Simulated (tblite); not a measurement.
Species: C₄H₆FO₂P.
SMILES with atom numbers: `[CH3:1][C:2]1=[C:3]([F:4])[P@@:5]1(=[O:6])[CH2:7][OH:8]` (hydrogens: H9, H10, H11 on C1; H12, H13 on C7; H14 on O8)

A start from a force field or distance geometry was refined with GFN2-xTB geometry optimisation, gas phase (tblite 0.8.0). Values at the start:

```csv
coordinate,start
C1–C2,1.491 Å
C1–H9,1.102 Å
C2=C3,1.356 Å
C2–P5,1.792 Å
C3–F4,1.374 Å
C3–P5,1.791 Å
P5=O6,1.506 Å
P5–C7,1.802 Å
C7–O8,1.412 Å
C7–H12,1.112 Å
C7–H13,1.111 Å
O8–H14,0.981 Å
C1–C2–C3,144.2°
C1–C2–P5,148.0°
C2–C3–F4,146.5°
C2–P5–O6,120.3°
C3–P5–O6,110.9°
F4–C3–P5,145.6°
P5–C7–O8,112.4°
O6–P5–C7,120.4°
C1–C2–C3–F4,3°
C1–C2–P5–C3,178°
C2–C3–P5–O6,112°
C3–P5–C7–O8,-166°
```

Task: How do these coordinates change at the GFN2-xTB level?

Result: 
```
 coordinate  GFN2-xTB (Å or °)  change
      P5–C7              1.862  +0.060
      C3–F4              1.329  -0.045
      P5=O6              1.467  -0.039
      C2–P5              1.824  +0.032
      C7–O8              1.387  -0.025
     C7–H13              1.090  -0.021
      C1–C2              1.472  -0.019
      C2=C3              1.342  -0.014
      C1–H9              1.089  -0.013
     O8–H14              0.969  -0.012
     C7–H12              1.102  -0.010
      C3–P5              1.799  +0.008
   C3–P5–O6              126.4   +15.5
   C2–C3–F4              136.2   -10.3
   F4–C3–P5              154.2    +8.6
   O6–P5–C7              112.0    -8.4
   C2–P5–O6              126.0    +5.7
   P5–C7–O8              107.9    -4.5
   C1–C2–P5              150.9    +2.9
   C1–C2–C3              141.7    -2.5
C3–P5–C7–O8                164     -30
C2–C3–P5–O6                106      -6
C1–C2–P5–C3                174      -4
C1–C2–C3–F4                  0      -3
```

The energy falls by 53.3 kJ/mol over 86 L-BFGS steps, the largest force on an atom goes from 3.47 to 0.008 eV/Å, and the atoms move by 0.306 Å rms after alignment. The bond that changes most is P5–C7 (phosphoryl phosphorus to carbinol carbon (C–OH)), which lengthens by 0.060 Å. Bonds longer at the end by more than 0.005 Å: 3 of 14; shorter: 11. Among the dihedrals that turn most is C3–P5–C7–O8, from -166° to 164°. Rotational constants go from 2372, 1121, 994.9 to 2543, 1092, 994.2 MHz.

Its GFN2-xTB frequencies are all real (lowest 47 cm⁻¹). The numbers are those of one conformer. 3 starts were optimised and ended at 0.00, 0.27 and 0.27 kcal/mol (GFN2-xTB); the lowest of these is shown.

All values are computed, not measured.
